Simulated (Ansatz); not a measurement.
H3NOSi, SMILES `N[Si]O` (lower singlet) (charge 0, multiplicity 1). This singlet lies 2.60 eV below the relaxed triplet at the level frozen-core CCSD(T)/cc-pVTZ // PBE0-D3(BJ)/def2-TZVP (Ansatz, an electronic-structure program).

These are frozen-core fic-MRCISD+Q@CASSCF(2e,2o)/cc-pVTZ // PBE0-D3(BJ)/def2-TZVP run with Ansatz values and carry that method's errors.

Ansatz 0.2 input:
```yaml
crystal:
  periodic: [false, false, false]
  atoms:
    - { symbol: N, position_ang: [0.922217, 0.105758, 0.161874] }
    - { symbol: Si, position_ang: [-0.183331, -1.193762, 0.34838] }
    - { symbol: O, position_ang: [-1.652505, -0.439339, 0.229864] }
    - { symbol: H, position_ang: [1.915555, -0.066002, 0.192749] }
    - { symbol: H, position_ang: [0.71914, 1.084708, 0.015874] }
    - { symbol: H, position_ang: [-1.721071, 0.50864, 0.089406] }
basis:
  gaussian: { orbitals: cc-pVTZ }
correlation:
  method: fic_mrcisd_q
  active_space: { window: { electrons: 2, orbitals: 2 } }
```

Output:

```
Functional definition: HF
802 factors; integrals over basis functions are off by at most 1.1e-3 eV
mean field evaluation 1: about -11427.7673 eV, gradient 4.6e1 eV
mean field evaluation 2: about -11427.7790 eV, gradient 4.6e1 eV
mean field evaluation 4: about -11431.7119 eV, gradient 2.9e0 eV
mean field evaluation 8: about -11431.7513 eV, gradient 6.9e-2 eV
mean field -11431.75133378 eV, -420.1091127971 hartree, gradient 2.9e-6 eV, S^2 0.000000; 0 other end points of the search recorded, 0 dependent functions left out
reference -11431.75133378 eV, -420.1091127971 hartree; 16, 16 occupied and 120, 120 virtual orbitals, 802 factors
state -11432.28291889 eV, -420.1286481896 hartree
contracted CI cycle   1: correlation 0.00000000 eV, 0.0000000000 hartree, residual 4.52e1 eV
contracted CI cycle   2: correlation -13.25175432 eV, -0.4869929888 hartree, residual 6.06e0 eV
contracted CI cycle   3: correlation -13.56080357 eV, -0.4983503392 hartree, residual 1.14e0 eV
contracted CI cycle   4: correlation -13.57505683 eV, -0.4988741370 hartree, residual 3.16e-1 eV
contracted CI cycle   5: correlation -13.57622457 eV, -0.4989170508 hartree, residual 9.30e-2 eV
contracted CI cycle   6: correlation -13.57631815 eV, -0.4989204898 hartree, residual 2.64e-2 eV
contracted CI cycle   7: correlation -13.57632543 eV, -0.4989207571 hartree, residual 6.92e-3 eV
contracted CI cycle   8: correlation -13.57632591 eV, -0.4989207750 hartree, residual 1.95e-3 eV
contracted CI cycle   9: correlation -13.57632595 eV, -0.4989207764 hartree, residual 4.98e-4 eV
state -11432.28291889 eV, -420.1286481896 hartree; corrected -11447.56894337 eV, -420.6903992279 hartree
Total energy: -11447.56894337 eV, -420.6903992279 hartree
```
